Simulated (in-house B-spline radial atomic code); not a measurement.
RPA and G0W0 for the chromium ion Cr⁶⁺, [Ne] 3s2 3p6, as one setting changes: the highest l of the empty states. Start: Hartree-Fock. A dash marks a level of low quasi-particle weight. Computed with an all-electron radial atomic-structure program (B-spline basis): all electrons, scalar-relativistic (spin-free one-electron X2C), finite nucleus, each spin shell either full or empty, empty states to the listed l with an (l + 1/2)⁻⁴ tail; G0W0 by contour deformation at full frequency.

```tsv
highest l of the empty states	RPA summed (Eh)	RPA extrapolated (Eh)	G0W0 level (eV)
3	-0.96516	-1.1012	3p -160.87
4	-1.0453	-1.1311	3p -161.22
5	-1.0772	-1.1216	3p -161.19
6	-1.0923	-1.1183	3p -161.18
7	?	?	?
8	-1.105	-1.1161	3p -161.17
9	-1.1079	-1.1157	3p -161.17
10	?	?	?
11	-1.111	-1.1152	3p -161.16
```

(1) What belongs in the row for 7?

(2) What belongs in the row for 10?

Answers

(1) RPA summed (Eh): -1.1004; RPA extrapolated (Eh): -1.1168; G0W0 level (eV): 3p -161.17.

(2) RPA summed (Eh): -1.1098; RPA extrapolated (Eh): -1.1154; G0W0 level (eV): 3p -161.16.
